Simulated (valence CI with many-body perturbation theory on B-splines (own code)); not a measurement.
## Which ion has this spectrum?

A relativistic CI+MBPT calculation for an atom or ion with 33 electrons gives these levels (eV):

```
  J  Parity       E     g
3/2     odd    0.00  1.40
3/2     odd   38.42  1.44
5/2     odd   42.77  1.20
1/2     odd   48.26  0.66
3/2     odd   87.37  1.29
5/2    even  110.18  1.50
3/2    even  116.22  0.94
1/2    even  123.31  2.21
3/2    even  127.43  1.04
5/2    even  133.92  1.19
3/2    even  151.11  1.43
5/2    even  155.31  1.16
3/2    even  156.01  1.02
1/2    even  156.14  0.45
```

The energies are calculated, and their last digits are not significant.

(1) Which is it?
A. Pm28+
B. Dy33+
C. Gd31+
D. Tb32+

## Answers

(1) C. Gd31+, ground level (4s^2 4p1/2^2 4p3/2) J=3/2.
